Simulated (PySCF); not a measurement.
Two species compared at the same levels of theory.

First species: Si(CN)H3, CH3NSi.
Geometry (PBE0-D3(BJ)/def2-SVP, Å), atoms numbered from 1 in this order:
```xyz
6
CH3NSi angstrom
Si    -0.0055    0.0053   -0.5867
C      0.0095   -0.0107    1.2713
N      0.0230   -0.0217    2.4306
H      1.4077    0.0165   -1.0492
H     -0.7237    1.2323   -1.0225
H     -0.7110   -1.2215   -1.0435
```

Second species: BCl2H7Si4.
Cartesian coordinates in Å at the PBE0-D3(BJ)/def2-SVP level; atoms count from 1:
```
atom  x, y, z in Å
Cl1   -3.8859    0.9064    0.1286
B2    -2.1403    0.9290    0.2047
Cl3   -1.3427    2.4669    0.5045
Si4   -0.9953   -0.6981   -0.0366
Si5    0.7347   -0.0977   -1.5412
Si6    1.9922    0.7244    0.2867
Si7    0.6478   -0.6443    1.6688
H8    -1.7734   -1.9513   -0.2717
H9     0.3870    0.8148   -2.6730
H10    1.3898   -1.3316   -2.0807
H11    3.4560    0.4163    0.2741
H12    1.7929    2.1839    0.5288
H13    1.2882   -1.9912    1.8051
H14    0.2323   -0.1539    3.0186
```

Levels: wB97X-D/def2-SVPD for dipole moment, HOMO energy, LUMO energy, HOMO–LUMO gap, static isotropic polarisability and electronic spatial extent ⟨r²⟩ about the centre of nuclear charge; TDDFT wB97X-D/def2-SVPD for lowest singlet excitation; TDA wB97X-D/def2-SVPD for lowest triplet excitation (Tamm–Dancoff); PBE0-D3(BJ)/def2-SVP for rotational constant A and rotational constant C. Geometries: PBE0-D3(BJ)/def2-SVP. Each structure is a single optimised conformer of the isolated species, non-relativistic unless stated; the electronic structure was computed with PySCF and density fitting.

Dipoles, sizes and rotational constants follow the conformer. The torsions of the flexible species, by atom-mapped SMILES:
- `[Cl:1][B:2]([Cl:3])[SiH:4]1[SiH2:5][SiH2:6][SiH2:7]1`: Cl1–B2–Si4–Si5 133°

Values for the first species:

| Quantity | Value |
| --- | --- |
| Dipole moment | 3.58 D |
| HOMO energy | -11.78 eV |
| LUMO energy | 1.14 eV |
| HOMO–LUMO gap | 12.92 eV |
| Lowest singlet excitation | 7.01 eV |
| Lowest triplet excitation (Tamm–Dancoff) | 5.85 eV |
| Static isotropic polarisability | 43.0 au |
| Electronic spatial extent ⟨r²⟩ about the centre of nuclear charge | 273 bohr² |
| Rotational constant A | 83.271 GHz |
| Rotational constant C | 4.928 GHz |

(1) Estimate the same properties for the second species, and the change in each.

Answers

(1) 
```tsv
property	first	second	second less first
dipole moment	3.58 D	0.84 D	-2.74 D
HOMO energy	-11.78 eV	-9.39 eV	+2.39 eV
LUMO energy	1.14 eV	-0.51 eV	-1.65 eV
HOMO–LUMO gap	12.92 eV	8.88 eV	-4.04 eV
lowest singlet excitation	7.01 eV	4.53 eV	-2.48 eV
lowest triplet excitation (Tamm–Dancoff)	5.85 eV	3.92 eV	-1.93 eV
static isotropic polarisability	43.0 au	159.6 au	+116.6 au
electronic spatial extent ⟨r²⟩ about the centre of nuclear charge	273 bohr²	2386 bohr²	+2113 bohr²
rotational constant A	83.271 GHz	1.302 GHz	-81.969 GHz
rotational constant C	4.928 GHz	0.509 GHz	-4.419 GHz
```

On the first: The vertical singlet–triplet gap S1 − T1 is 1.16 eV (TDDFT singlet less Tamm–Dancoff triplet). The dipole equals about 11.9 × 10⁻³⁰ C·m (1 D = 3.33564 × 10⁻³⁰ C·m).

On the second: In wavenumbers S1 is 36500 cm⁻¹ (1 eV = 8065.54 cm⁻¹). The polarisability is 23.66 Å³ as a volume (1 au = 0.148185 Å³), or 1.57 au for each of the 102 electrons.
